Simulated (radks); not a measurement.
Values are calculated unless marked as measured or tabulated.
Mean orbital radii <r> (bohr) of the scandium ion Sc3+, [Ar], at several levels of relativity; Dirac values are averaged over j with weights 2j + 1. Spin-unpolarised spherical Kohn-Sham, BLYP, point nucleus unless stated (finite: rms radius 3.5459 fm), a radial shooting solver on a logarithmic mesh with Libxc functionals. A level marked "c x" has the speed of light scaled by that factor and shares open shells by 2j + 1; other Dirac levels either fill j = l - 1/2 first or share by 2j + 1.

1s: non-rel. 0.07360; scalar-rel. 0.07304; scalar-rel., finite nucleus 0.07304; Dirac, low j first 0.07304; change of magnitude, last against first (%) -0.76
2s: non-rel. 0.3462; scalar-rel. 0.3436; scalar-rel., finite nucleus 0.3436; Dirac, low j first 0.3435; change of magnitude, last against first (%) -0.78
2p: non-rel. 0.3086; scalar-rel. 0.3077; scalar-rel., finite nucleus 0.3077; Dirac, low j first 0.3077; change of magnitude, last against first (%) -0.31
3s: non-rel. 1.062; scalar-rel. 1.056; scalar-rel., finite nucleus 1.056; Dirac, low j first 1.056; change of magnitude, last against first (%) -0.59
3p: non-rel. 1.132; scalar-rel. 1.130; scalar-rel., finite nucleus 1.130; Dirac, low j first 1.130; change of magnitude, last against first (%) -0.13
